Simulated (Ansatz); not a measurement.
The cluster B3W3, 6 atoms. Hardware: 4 threads of Arm Neoverse V1 on a shared host.

In the def2 sets W takes a core potential; there is no spin–orbit coupling. Correlated methods freeze 3 core orbitals; core or outer-core shells of W are correlated, in sets that lack core-valence functions.

Question: How many basis functions does each of these Ansatz runs have, and roughly what does it cost? PBE-D4/def2-SVP, charge 0 doublet, energy, from earlier orbitals; PBE0-D4/def2-TZVP, charge 0 doublet, energy, from earlier orbitals; PBE0-D4/def2-SVP, charge 0 doublet, energy with a search over starts; PBE-D4/def2-TZVP, charge 0 doublet, energy and forces, from earlier orbitals; MP2/def2-TZVP, charge 0 doublet, energy, from earlier orbitals; PBE-QIDH/def2-TZVP, charge 0 doublet, energy, from earlier orbitals; PBE0-D4/def2-SVP, charge 0 doublet, energy, from earlier orbitals; BHLYP-D4/def2-TZVP, charge 0 doublet, energy, from earlier orbitals; CCSD(T)/def2-SVP, charge 0 doublet, energy, from earlier orbitals; CAM-B3LYP-D4/def2-TZVP, charge 0 doublet, energy, from earlier orbitals; r2SCAN-D4/def2-TZVP, charge 0 doublet, energy, from earlier orbitals; PBE-D4/def2-SVP, charge 0 doublet, relaxation, 6 steps.

Answer: Other jobs shared the machine, so times can vary by a factor of up to 3. A dash marks memory too small to be measured apart from the calling script's.

| run | functions | fitting or Cholesky vectors | wall time | peak host memory (GiB) |
| --- | --- | --- | --- | --- |
| PBE-D4/def2-SVP, charge 0 doublet, energy, from earlier orbitals | 138 | 1383 | 6.5 s | – |
| PBE0-D4/def2-SVP, charge 0 doublet, energy, from earlier orbitals | 138 | 1503 | 8.5 s | – |
| PBE-D4/def2-TZVP, charge 0 doublet, energy and forces, from earlier orbitals | 213 | 1479 | 9 s | – |
| PBE0-D4/def2-TZVP, charge 0 doublet, energy, from earlier orbitals | 213 | 1707 | 14 s | 0.91 |
| r2SCAN-D4/def2-TZVP, charge 0 doublet, energy, from earlier orbitals | 213 | 1479 | 21 s | – |
| PBE-D4/def2-SVP, charge 0 doublet, relaxation, 6 steps | 138 | 1383 | 22 s | – |
| MP2/def2-TZVP, charge 0 doublet, energy, from earlier orbitals | 213 | 1706 | 23 s | 0.81 |
| PBE-QIDH/def2-TZVP, charge 0 doublet, energy, from earlier orbitals | 213 | 1706 | 31 s | 0.91 |
| CAM-B3LYP-D4/def2-TZVP, charge 0 doublet, energy, from earlier orbitals | 213 | 1647 | 36 s | 1.4 |
| BHLYP-D4/def2-TZVP, charge 0 doublet, energy, from earlier orbitals | 213 | 2016 | 38 s | 1.4 |
| PBE0-D4/def2-SVP, charge 0 doublet, energy with a search over starts | 138 | 1503 | 87 s | 0.61 |
| CCSD(T)/def2-SVP, charge 0 doublet, energy, from earlier orbitals | 138 | 1383 | 5.9 min | 3.8 |
